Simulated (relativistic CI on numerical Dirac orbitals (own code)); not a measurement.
**Crystal-field levels of Ir3+, 5d6**

Calculated by Dirac-Coulomb-Breit CI, orbitals from a KLI potential per configuration, a model potential for QED, valence Slater integrals scaled by 0.75, one configuration in a parametric crystal field (own radial code).

Field parameters in Wybourne normalisation: Oh B⁴₀ = 21Dq, B⁴₄ = √(5/14) B⁴₀. The field is a parameter set, without covalency.

S is read from ⟨S²⟩ = S(S + 1).

Levels (cm⁻¹, degeneracy): 0 (1), 3581 (2), 4322 (3), 4793 (3), 6919 (3), 9250 (3), 9602 (1), 12289 (2), 12649 (3), 14710 (3), 15299 (2), 17167 (3).

Which field gives this pattern?
A. Oh, 10Dq = 18250 cm⁻¹
B. Oh, 10Dq = 12600 cm⁻¹
C. Oh, 10Dq = 35050 cm⁻¹
D. Oh, 10Dq = 29450 cm⁻¹

B. Oh, 10Dq = 12600 cm⁻¹, ground level with S = 0.89.
